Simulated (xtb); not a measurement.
Diatomic TaTe, multiplicity 4 (lowest of 2S+1 = 2, 4, 6, 8 at PBE0/def2-TZVPP; our sources give no spin for the ground state, which may be another). No spin–orbit coupling.

Seven points along R, fitted to fifth degree in 1/R; most abundant isotopes. In def2 and cc sets the state is the lowest found near the PBE0 minimum, followed along R.

The values were computed with xtb for the GFN methods.  The GFN methods have no spin term and hold the electronic entropy of 300 K.

Energies at GFN2-xTB:

```csv
R (Å),E (hartree)
2.307733,-4.94209381
2.369769,-4.96251241
2.426842,-4.97425750
2.491359,-4.98186005
2.555876,-4.98530611
2.630319,-4.98588818
2.717169,-4.98375491
```

### Question
With a reduced mass of 75.6183 u, find the minimum, the force constant and the constants.

### Answer
A fifth-degree polynomial in 1/R puts the minimum at r_e = 2.6073 Å with force constant 206 N/m. Then ω_e = (1/2πc)√(k/μ) = 215 cm⁻¹ and B_e = h/(8π²cμr_e²) = 0.03279 cm⁻¹; the cubic and quartic terms give α_e = 0.00014 and ω_e x_e = 1.0 cm⁻¹.
